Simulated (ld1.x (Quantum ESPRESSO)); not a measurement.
u(r) = r·R(r): atom against pseudo-atom (S)

Columns: radius, all-electron u(r) and pseudo u(r) of the 3s shell (level -22.20 eV) of sulfur in the configuration [Ne] 3s2 3p3.5; Wu–Cohen, scalar-relativistic, TM scheme, ld1.x (Quantum ESPRESSO) 7.5.

```json
{"r (bohr)": "0.093", "all-electron": "0.1336", "pseudo": "0.0572"}
{"r (bohr)": "0.185", "all-electron": "-0.2036", "pseudo": "0.1114"}
{"r (bohr)": "0.278", "all-electron": "-0.3949", "pseudo": "0.1620"}
{"r (bohr)": "0.370", "all-electron": "-0.3969", "pseudo": "0.2069"}
{"r (bohr)": "0.463", "all-electron": "-0.2753", "pseudo": "0.2488"}
{"r (bohr)": "0.555", "all-electron": "-0.0959", "pseudo": "0.2914"}
{"r (bohr)": "0.648", "all-electron": "0.1012", "pseudo": "0.3422"}
{"r (bohr)": "0.740", "all-electron": "0.2861", "pseudo": "0.4076"}
{"r (bohr)": "0.833", "all-electron": "0.4492", "pseudo": "0.4926"}
{"r (bohr)": "0.925", "all-electron": "0.5819", "pseudo": "0.5904"}
{"r (bohr)": "1.018", "all-electron": "0.6862", "pseudo": "0.6866"}
{"r (bohr)": "1.110", "all-electron": "0.7615", "pseudo": "0.7615"}
{"r (bohr)": "1.203", "all-electron": "0.8122", "pseudo": "0.8122"}
{"r (bohr)": "1.295", "all-electron": "0.8405", "pseudo": "0.8405"}
{"r (bohr)": "1.388", "all-electron": "0.8506", "pseudo": "0.8506"}
{"r (bohr)": "1.480", "all-electron": "0.8458", "pseudo": "0.8458"}
{"r (bohr)": "1.573", "all-electron": "0.8292", "pseudo": "0.8292"}
{"r (bohr)": "1.665", "all-electron": "0.8039", "pseudo": "0.8039"}
{"r (bohr)": "1.758", "all-electron": "0.7718", "pseudo": "0.7718"}
{"r (bohr)": "1.850", "all-electron": "0.7354", "pseudo": "0.7354"}
{"r (bohr)": "1.943", "all-electron": "0.6958", "pseudo": "0.6958"}
{"r (bohr)": "2.035", "all-electron": "0.6550", "pseudo": "0.6550"}
{"r (bohr)": "2.128", "all-electron": "0.6131", "pseudo": "0.6131"}
{"r (bohr)": "2.220", "all-electron": "0.5719", "pseudo": "0.5719"}
{"r (bohr)": "2.313", "all-electron": "0.5310", "pseudo": "0.5310"}
{"r (bohr)": "2.405", "all-electron": "0.4918", "pseudo": "0.4918"}
```

Problem. How many radial nodes do the two functions have?

Solution. The all-electron 3s function has n − l − 1 = 2; the pseudo-wave has 0, since the states of the same l below it are removed with the core.

Problem. At about which radius was the pseudo-wave matched?

Solution. 1.10 bohr, where the columns begin to agree (steps of 0.09 bohr).

Problem. Is the pseudo-wave norm-conserving?

Solution. Yes: the TM scheme keeps the norm inside the radius equal to the all-electron one, which fixes the energy derivative of the logarithmic derivative at the level.
